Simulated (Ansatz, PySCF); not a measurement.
Species: hydrogen bromide, HBr (charge 0, singlet). SMILES: Br
Coordinates optimised at B3LYP-D3(BJ)/def2-TZVP (Ansatz, a quantum-chemistry and plane-wave program):
```xyz
2

Br     0.0000     0.0000    -0.0396
H      0.0000     0.0000     1.3852
```
Charge 0, spin multiplicity 1.

Wanted: vertical triplet-singlet gap, E(triplet) - E(singlet), in eV. Conventions: UHF or UKS for open shells; non-relativistic; each state is the SCF solution reached for its charge and spin; spin-orbit terms left out; 6-31G* and kin with 6d, 5d where marked. First-principles rows: single points at B3LYP-D3(BJ) geometries (Ansatz). Levels can end on unlike triplets.

| species | coefficient | E at PBE/6-31G* (Ansatz), Eh | E at M06-2X/def2-TZVPD (PySCF), Eh |
|---|---|---|---|
| charge 0, triplet | +1 | -2573.82557 | -2574.55977 |
| charge 0, singlet | -1 | -2574.06373 | -2574.79154 |

 1 Eh = 27.2114 eV.

Problem. Work the quantity out at each level.

Solution. 
- PBE/6-31G*: the sum of coefficient times E is 0.23816 Eh, or 6.481 eV. Result: 6.48 eV.
- M06-2X/def2-TZVPD: the sum of coefficient times E is 0.23177 Eh, or 6.307 eV. Result: 6.31 eV.
